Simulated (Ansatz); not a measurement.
Isolated molecules relaxed with PBE0-D4/def2-TZVP in Ansatz; ΔE leaves out vibrations. CBS: MP2 limit from def2 TZ/QZ plus the TZ coupled-cluster correction, frozen cores. Functionals use def2-TZVPP. B3LYP here is the variant with VWN-RPA as its local correlation; programs differ in this. One conformer a species, not always the lowest.

Reaction (formal exchange of groups at a B–O bond): `CBO[SiH2][SiH3]` + `C=C=C(C)F` → `C=C=C(F)BC` + `CO[SiH2][SiH3]`

| level | ΔE (kJ/mol) | difference from CCSD(T)/CBS |
| --- | --- | --- |
| PBE-D4 | 162.0 | -10.9 |
| r2SCAN-D4 | 167.5 | -5.4 |
| PBE0-D4 | 167.4 | -5.5 |
| B3LYP-D4 | 166.6 | -6.3 |
| ωB97X-V | 167.7 | -5.2 |
| ωB97M-V | 169.9 | -3.0 |
| B2PLYP | 167.9 | -5.0 |
| PBE | 159.7 | -13.2 |
| r2SCAN | 166.7 | -6.2 |
| PBE0 | 165.2 | -7.7 |
| B3LYP | 163.0 | -9.9 |
| HF/def2-TZVPP | 168.7 | -4.2 |
| MP2/def2-TZVPP | 176.1 | 3.2 |
| SCS-MP2/def2-TZVPP | 172.6 | -0.3 |
| CCSD/def2-TZVPP | 172.7 | -0.2 |
| CCSD(T)/def2-TZVPP | 172.1 | -0.8 |
| HF/def2-QZVPP | 169.1 | -3.8 |
| MP2/def2-QZVPP | 176.7 | 3.8 |
| SCS-MP2/def2-QZVPP | 173.4 | 0.5 |
| HF/CBS(def2) | 169.2 | -3.7 |
| MP2/CBS(def2) | 176.9 | 4.0 |
| CCSD/CBS(def2) | 173.4 | 0.5 |
| CCSD(T)/CBS | 172.9 | 0 |

Largest T1 diagnostic among the species: 0.013.

The D4 term adds +3.6 kJ/mol with B3LYP and +2.2 kJ/mol with PBE0; it sums over pairs of atoms, weighted by their polarisabilities, and B3LYP, whose exchange is more repulsive, gets the larger term. In def2-TZVPP, CCSD(T) changes the Hartree–Fock value by +3.5 kJ/mol (the triples alone add −0.5 kJ/mol) and MP2 by +7.5 kJ/mol. From PBE to PBE0 (25 % exact exchange), in def2-TZVPP and without D4, ΔE moves by +5.5 kJ/mol.
